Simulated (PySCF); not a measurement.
# A computed series [M(H2O)3]3+

Computed with PySCF 2.14.0, PBE, def2-SVP on the ligands, density fitting, scalar-relativistic core potentials, no spin-orbit coupling, vacuum. Each member is relaxed from one template within its symmetry. Distances are means of the shortest metal–ligand contacts, charges and spins Mulliken's; removal energies are rigid, with the ligand's formal charge and no counterpoise, so too large; for an anion taken off a cation in vacuum most of it is the attraction of opposite charges, and multiply charged cations can part far more cheaply with an electron moved from ligand to metal. lcecp potentials hold a fixed number of 4f electrons in the core, out of states, spins and gaps.

```json
{"metal": "Pr", "basis on the metal": "lcecp-1-SVP with ECP48", "point group": "D3, nearly D3h", "M–H2O (Å)": "2.363", "charge on M (e)": "1.90", "removal of one H2O (eV)": "3.61", "strongest infrared band, degenerate modes summed (cm⁻¹)": "3443", "unstable modes (below −25 cm⁻¹)": "0 (lowest -10 cm⁻¹, within noise)"}
{"metal": "Eu", "basis on the metal": "lcecp-1-SVP with ECP52", "point group": "D3", "M–H2O (Å)": "2.296", "charge on M (e)": "1.85", "removal of one H2O (eV)": "3.81", "strongest infrared band, degenerate modes summed (cm⁻¹)": "3432", "unstable modes (below −25 cm⁻¹)": "0 (lowest -16 cm⁻¹, within noise)"}
{"metal": "Dy", "basis on the metal": "lcecp-1-SVP with ECP55", "point group": "D3", "M–H2O (Å)": "2.253", "charge on M (e)": "1.82", "removal of one H2O (eV)": "3.96", "strongest infrared band, degenerate modes summed (cm⁻¹)": "3421", "unstable modes (below −25 cm⁻¹)": "0 (lowest -22 cm⁻¹, within noise)"}
{"metal": "Lu", "basis on the metal": "lcecp-1-SVP with ECP60", "point group": "D3", "M–H2O (Å)": "2.193", "charge on M (e)": "1.76", "removal of one H2O (eV)": "4.18", "strongest infrared band, degenerate modes summed (cm⁻¹)": "3410", "unstable modes (below −25 cm⁻¹)": "0 (lowest -21 cm⁻¹, within noise)"}
```

What does the calculation give for Nd, lcecp-1-SVP with ECP49?

point group: D3, M–H2O (Å): 2.327, charge on M (e): 1.86, removal of one H2O (eV): 3.72, strongest infrared band, degenerate modes summed (cm⁻¹): 3436, unstable modes (below −25 cm⁻¹): 0 (lowest -16 cm⁻¹, within noise).
```xyz
10

Nd    0.0000    0.0000    0.0000
O     2.3274    0.0000    0.0000
H     2.9508   -0.7718    0.1101
H     2.9507    0.7719   -0.1101
O    -1.1637    2.0155    0.0000
H    -0.8069    2.9413    0.1101
H    -2.1438    2.1695   -0.1101
O    -1.1637   -2.0156    0.0000
H    -2.1438   -2.1695    0.1101
H    -0.8069   -2.9413   -0.1101
```

From Pr to Lu the M–H2O distance shrinks by 0.17 Å, the lanthanide contraction, and the energy to remove one H2O rises by 0.58 eV.

Members with unstable modes aren't minima as they stand: saddle points kept by symmetry or, where the modes are soft, flat surfaces and noise. Moved off a saddle point of the template and relaxed again: Pr, Nd, Eu, Dy, Lu. One start shape was tried for each, so a minimum needn't be the lowest isomer.
